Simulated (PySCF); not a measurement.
**Atomic charges against the basis set**

Compound: C4H7NSi.
Geometry (PBE0-D3(BJ)/def2-SVP, Å), atoms numbered from 1 in this order:
```
atom  x, y, z in Å
N1    -2.867   -0.294    1.390
C2    -1.970   -0.169    0.667
C3    -0.812   -0.011   -0.205
C4    -0.033    1.331   -0.053
Si5    1.534    0.350   -0.495
C6     0.341   -1.036    0.018
H7    -1.171   -0.098   -1.244
H8    -0.402    2.165   -0.664
H9    -0.010    1.646    1.002
H10    1.854    0.361   -1.954
H11    2.784    0.567    0.290
H12    0.249   -1.986   -0.526
H13    0.452   -1.256    1.092
```

PBE0 throughout (PySCF), one geometry, spherical d and f functions. One conformer (not necessarily the lowest) at the PBE0-D3(BJ)/def2-SVP geometry, without solvent, vibrations or thermal averaging. Atoms taken as equivalent share a column and are averaged. The first 7 of 10 kinds of atom are listed.

Mulliken charges (e):

```json
{"basis": "STO-3G", "functions": "41", "N1": "-0.208", "C2": "+0.064", "C3": "-0.080", "C4/C6": "-0.295", "Si5": "+0.614", "H7": "+0.103", "H8/H12": "+0.078"}
{"basis": "6-31G", "functions": "72", "N1": "-0.291", "C2": "+0.153", "C3": "-0.269", "C4/C6": "-0.596", "Si5": "+0.719", "H7": "+0.237", "H8/H12": "+0.205"}
{"basis": "pcSseg-0", "functions": "72", "N1": "-0.378", "C2": "+0.174", "C3": "-0.322", "C4/C6": "-0.896", "Si5": "+0.966", "H7": "+0.303", "H8/H12": "+0.278"}
{"basis": "6-31G*", "functions": "102", "N1": "-0.362", "C2": "+0.253", "C3": "-0.271", "C4/C6": "-0.532", "Si5": "+0.486", "H7": "+0.234", "H8/H12": "+0.209"}
{"basis": "cc-pVDZ", "functions": "123", "N1": "-0.139", "C2": "-0.017", "C3": "-0.132", "C4/C6": "-0.141", "Si5": "+0.289", "H7": "+0.082", "H8/H12": "+0.063"}
{"basis": "def2-SVP", "functions": "123", "N1": "-0.003", "C2": "-0.107", "C3": "-0.207", "C4/C6": "-0.234", "Si5": "+0.462", "H7": "+0.090", "H8/H12": "+0.086"}
{"basis": "aug-cc-pVDZ", "functions": "205", "N1": "-0.256", "C2": "-0.342", "C3": "+0.809", "C4/C6": "+0.518", "Si5": "-0.417", "H7": "-0.282", "H8/H12": "-0.306"}
{"basis": "6-311+G(2d,p)", "functions": "212", "N1": "-0.316", "C2": "-0.059", "C3": "+0.370", "C4/C6": "-0.552", "Si5": "+0.448", "H7": "+0.144", "H8/H12": "+0.141"}
{"basis": "def2-TZVP", "functions": "234", "N1": "-0.009", "C2": "-0.284", "C3": "+0.121", "C4/C6": "-0.366", "Si5": "+0.240", "H7": "+0.128", "H8/H12": "+0.140"}
{"basis": "cc-pVTZ", "functions": "282", "N1": "-0.090", "C2": "-0.071", "C3": "-0.066", "C4/C6": "-0.274", "Si5": "+0.237", "H7": "+0.133", "H8/H12": "+0.112"}
{"basis": "IGLO-III", "functions": "289", "N1": "-0.298", "C2": "+0.025", "C3": "+0.087", "C4/C6": "-0.541", "Si5": "+0.810", "H7": "+0.187", "H8/H12": "+0.132"}
{"basis": "pcSseg-2", "functions": "321", "N1": "-0.155", "C2": "-0.017", "C3": "-0.004", "C4/C6": "-0.318", "Si5": "+0.562", "H7": "+0.085", "H8/H12": "+0.105"}
```

IAO charges (e):

```csv
basis,functions,N1,C2,C3,C4/C6,Si5,H7,H8/H12
STO-3G,41,-0.173,+0.070,-0.159,-0.493,+0.770,+0.154,+0.134
6-31G,72,-0.243,+0.123,-0.141,-0.516,+0.616,+0.177,+0.162
pcSseg-0,72,-0.241,+0.128,-0.158,-0.525,+0.629,+0.181,+0.163
6-31G*,102,-0.250,+0.130,-0.136,-0.528,+0.732,+0.169,+0.155
cc-pVDZ,123,-0.242,+0.124,-0.137,-0.526,+0.724,+0.170,+0.155
def2-SVP,123,-0.240,+0.125,-0.137,-0.524,+0.744,+0.168,+0.151
aug-cc-pVDZ,205,-0.259,+0.135,-0.139,-0.534,+0.728,+0.173,+0.159
"6-311+G(2d,p)",212,-0.261,+0.137,-0.141,-0.544,+0.761,+0.174,+0.159
def2-TZVP,234,-0.259,+0.136,-0.140,-0.547,+0.770,+0.174,+0.159
cc-pVTZ,282,-0.256,+0.134,-0.140,-0.544,+0.756,+0.174,+0.160
IGLO-III,289,-0.261,+0.137,-0.141,-0.547,+0.770,+0.175,+0.160
pcSseg-2,321,-0.260,+0.137,-0.140,-0.547,+0.769,+0.174,+0.160
```

Question: Which scheme is steadiest as the basis changes?

Answer: Largest range over the bases for any column: IAO 0.15 e, Mulliken 1.41 e. IAO charges move least and Mulliken charges most, counted in e. Without the minimal STO-3G basis the ranges are IAO 0.15, Mulliken 1.41 e.

Question: How much do the charges still move between the two largest bases, IGLO-III and pcSseg-2?

Answer: At most, over all atoms: Mulliken 0.248 e, IAO 0.001 e.

Question: What do the same runs give for the total energy, the frontier levels and the dipole moment?

Answer: 
```json
{"basis": "STO-3G", "energy (Eh)": "-494.5581", "HOMO (eV)": "-6.75", "LUMO (eV)": "4.29", "μ (D)": "3.92"}
{"basis": "6-31G", "energy (Eh)": "-500.3566", "HOMO (eV)": "-8.64", "LUMO (eV)": "0.01", "μ (D)": "3.84"}
{"basis": "pcSseg-0", "energy (Eh)": "-499.6473", "HOMO (eV)": "-9.03", "LUMO (eV)": "-0.14", "μ (D)": "4.23"}
{"basis": "6-31G*", "energy (Eh)": "-500.4468", "HOMO (eV)": "-8.50", "LUMO (eV)": "-0.04", "μ (D)": "3.79"}
{"basis": "cc-pVDZ", "energy (Eh)": "-500.4779", "HOMO (eV)": "-8.56", "LUMO (eV)": "-0.03", "μ (D)": "3.73"}
{"basis": "def2-SVP", "energy (Eh)": "-500.2230", "HOMO (eV)": "-8.65", "LUMO (eV)": "-0.03", "μ (D)": "3.83"}
{"basis": "aug-cc-pVDZ", "energy (Eh)": "-500.4906", "HOMO (eV)": "-8.68", "LUMO (eV)": "-0.55", "μ (D)": "4.07"}
{"basis": "6-311+G(2d,p)", "energy (Eh)": "-500.5363", "HOMO (eV)": "-8.71", "LUMO (eV)": "-0.57", "μ (D)": "4.10"}
{"basis": "def2-TZVP", "energy (Eh)": "-500.5543", "HOMO (eV)": "-8.68", "LUMO (eV)": "-0.40", "μ (D)": "4.04"}
{"basis": "cc-pVTZ", "energy (Eh)": "-500.5507", "HOMO (eV)": "-8.66", "LUMO (eV)": "-0.30", "μ (D)": "3.97"}
{"basis": "IGLO-III", "energy (Eh)": "-500.5597", "HOMO (eV)": "-8.69", "LUMO (eV)": "-0.35", "μ (D)": "4.10"}
{"basis": "pcSseg-2", "energy (Eh)": "-500.5609", "HOMO (eV)": "-8.69", "LUMO (eV)": "-0.50", "μ (D)": "4.09"}
```

The dipole is fixed by the density alone, so its range of 0.50 D shows that the density itself changes with the basis, not only its division among atoms.
